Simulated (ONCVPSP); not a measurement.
## An all-electron radial function and its pseudo partner (lithium)

Columns: radius, all-electron u(r) and pseudo u(r) of the 2p shell (level -1.24 eV) of lithium in the configuration [He] 2s0.75 2p0.25; PW91, scalar-relativistic, ONCV scheme, ONCVPSP 4.0.1.

```json
{"r (bohr)": "0.200", "all-electron": "0.0144", "pseudo": "0.0058"}
{"r (bohr)": "0.400", "all-electron": "0.0452", "pseudo": "0.0228"}
{"r (bohr)": "0.600", "all-electron": "0.0822", "pseudo": "0.0500"}
{"r (bohr)": "0.800", "all-electron": "0.1207", "pseudo": "0.0855"}
{"r (bohr)": "1.000", "all-electron": "0.1586", "pseudo": "0.1263"}
{"r (bohr)": "1.200", "all-electron": "0.1949", "pseudo": "0.1696"}
{"r (bohr)": "1.400", "all-electron": "0.2288", "pseudo": "0.2127"}
{"r (bohr)": "1.600", "all-electron": "0.2598", "pseudo": "0.2538"}
{"r (bohr)": "1.800", "all-electron": "0.2881", "pseudo": "0.2914"}
{"r (bohr)": "2.000", "all-electron": "0.3148", "pseudo": "0.3244"}
{"r (bohr)": "2.200", "all-electron": "0.3395", "pseudo": "0.3519"}
{"r (bohr)": "2.400", "all-electron": "0.3613", "pseudo": "0.3735"}
{"r (bohr)": "2.600", "all-electron": "0.3802", "pseudo": "0.3898"}
{"r (bohr)": "2.800", "all-electron": "0.3959", "pseudo": "0.4022"}
{"r (bohr)": "3.000", "all-electron": "0.4087", "pseudo": "0.4118"}
{"r (bohr)": "3.200", "all-electron": "0.4185", "pseudo": "0.4197"}
{"r (bohr)": "3.400", "all-electron": "0.4255", "pseudo": "0.4258"}
{"r (bohr)": "3.600", "all-electron": "0.4298", "pseudo": "0.4298"}
{"r (bohr)": "3.800", "all-electron": "0.4315", "pseudo": "0.4315"}
{"r (bohr)": "4.000", "all-electron": "0.4310", "pseudo": "0.4310"}
{"r (bohr)": "4.200", "all-electron": "0.4283", "pseudo": "0.4283"}
{"r (bohr)": "4.400", "all-electron": "0.4237", "pseudo": "0.4237"}
{"r (bohr)": "4.600", "all-electron": "0.4175", "pseudo": "0.4175"}
{"r (bohr)": "4.800", "all-electron": "0.4099", "pseudo": "0.4099"}
{"r (bohr)": "5.000", "all-electron": "0.4011", "pseudo": "0.4011"}
{"r (bohr)": "5.200", "all-electron": "0.3914", "pseudo": "0.3914"}
```

**Question.** How many radial nodes do the two functions have?

**Answer.** The all-electron 2p function has n − l − 1 = 0; the pseudo-wave has 0.

**Question.** At about which radius was the pseudo-wave matched?

**Answer.** 4.00 bohr. The columns agree to 0.0005 from 3.40 bohr on; several derivatives are matched, so the curves merge somewhat inside the radius.

**Question.** Is the pseudo-wave norm-conserving?

**Answer.** Yes: the ONCV scheme keeps the norm inside the radius equal to the all-electron one, which fixes the energy derivative of the logarithmic derivative at the level.
